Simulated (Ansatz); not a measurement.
`N[SiH]1OC1=O` + H₂ → `O=C1O[SiH2]1` + NH₃ at 600 K and 1 bar (hydrogenolysis of the Si–N bond).

Isolated molecules relaxed with PBE0-D4/def2-TZVP in Ansatz; ΔE leaves out vibrations. CCSD(T)/CBS adds triple-zeta CCSD(T) − MP2 to the extrapolated MP2 energy (def2 sets, frozen cores). This one scheme is used for every species. One conformer a species, not always the lowest.

```tsv
species	CCSD(T)/CBS energy (Eh)	H − E (kJ/mol)	S (J/(mol·K))
`N[SiH]1OC1=O`	-534.00815	176.7	394.6
H₂	-1.17544	43.9	150.8
`O=C1O[SiH2]1`	-478.64895	114.5	338.6
NH₃	-56.50880	112.4	219.5
```

H − E and S are ideal-gas, rigid-rotor, harmonic terms from PBE0-D4/def2-TZVP, for one conformer and one mirror image of each species. The MP2-based limit puts H₂ 0.8 mEh under its directly extrapolated value; such offsets cancel only in part. 1 Eh = 2625.50 kJ/mol, R = 8.31446 J/(mol·K).

**Question.** By hand: ΔE, ΔH, ΔS and ΔG.

**Answer.** ΔE = (-478.64895) + (-56.50880) − (-534.00815) − (-1.17544) = 0.02584 Eh = 67.8 kJ/mol. Δ(H − E) = 114.5 + 112.4 − 176.7 − 43.9 = 6.3, so ΔH = 74.1 kJ/mol. ΔS = 338.6 + 219.5 − 394.6 − 150.8 = 12.7 J/(mol·K). ΔG = 74.1 − 600 × (12.7)/1000 = 66.5 kJ/mol.

**Question.** By hand: the equilibrium constant, and the temperature at which ΔG would vanish if ΔH and ΔS stayed fixed.

**Answer.** log₁₀ K = −ΔG/(RT ln 10) = -5.8. ΔG = 0 at ΔH/ΔS = 5835 K, far beyond where these terms or the molecules hold.

The number of gas molecules stays the same, so ΔS is small and ΔH decides. A doubt of 5 kJ/mol in ΔE shifts log₁₀ K by 0.4 here. Other conformers and mirror images would add mixing entropy, several J/(mol·K) or more a flexible species. These are equilibria of isolated gas molecules and say nothing of rates. Largest T1 diagnostic: 0.019 (customary marks: 0.02 for closed shells, 0.045 for open ones).
